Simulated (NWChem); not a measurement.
BHOIF; SMILES OB(I)F

```xyz
5

B      0.0240    -1.3204     0.0000
F     -1.1233    -1.9835     0.0000
I     -0.0135     0.8119     0.0000
O      1.2002    -1.9575     0.0000
H      1.1039    -2.9190     0.0000
```
Atoms are numbered in this order, from 1.

All runs: NWChem. Coordinates come from a PBE0/def2-SVP optimisation. No frequency run checked for a minimum. def2 effective core potentials on I; no spin-orbit coupling. Ions are spin-unrestricted doublets at the neutral geometry; other ion states weren't tried.

For level CAM-B3LYP/def2-SVP:

- −ε(HOMO) (eV): 8.80

Task: How do the values read with level PBE/def2-SVP instead?

Result: 
| Quantity | Result |
|---|---|
| −ε(HOMO) (eV) | 6.35 |
